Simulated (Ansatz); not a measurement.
Ideal-gas functions of `C[AsH][AlH2]` at 500 K and 1 bar, from an Ansatz frequency run at PBE0-D4/def2-TZVP.

Molar mass 119.96 g/mol, point group C1 (symmetry number 1), electronic degeneracy 1, moments of inertia 54.654, 157.969, 203.379 u Å². Harmonic wavenumbers (cm⁻¹, unscaled): 96, 113, 146, 335, 350, 482, 572, 601, 669, 767, 863, 935, 1282, 1458, 1469, 1902, 1920, 2191, 3073, 3162, 3175.

Use S(trans) = R[1.5 ln M + 2.5 ln T − 1.1517]; rotational temperatures θ = 24.2544 K / I; S(rot) = R[ln(√π/σ · √(T³/θAθBθC)) + 1.5]; for each mode x = 1.438777 ν̃/T, S = R[x/(eˣ − 1) − ln(1 − e⁻ˣ)] and H = RT x/(eˣ − 1); 1 cm⁻¹ = 0.0119627 kJ/mol; R = 8.31446 J/(mol·K).

By hand: the entropy, in J/(mol·K).

Translation 179.3. Rotation: θ = 0.4438, 0.1535, 0.1193 K, giving 114.7. Vibration, mode by mode: 19.04, 17.69, 15.59, 8.93, 8.60, 6.23, 5.05, 4.72, 4.04, 3.24, 2.60, 2.21, 1.00, 0.66, 0.64, 0.23, 0.22, 0.11, 0.01, 0.01, 0.01, in all 100.8. Electronic 0.0. Sum 394.8 J/(mol·K).

By hand: H − E and G − E in kJ/mol, counted from the electronic energy.

Zero-point energy ½ × 25561 × 0.0119627 = 152.9; thermal vibration 25.9; translation, rotation and pV give 4 RT = 16.6. H − E = 195.4 kJ/mol, and G − E = 195.4 − 500 × 394.8/1000 = -2.0 kJ/mol.

Vibration gives 26 % of the entropy, 52.3 J/(mol·K) of it from the modes under 150 cm⁻¹: soft modes count most, and the harmonic formula is weakest for them. The sum counts one conformer and one mirror image; others add a mixing term.
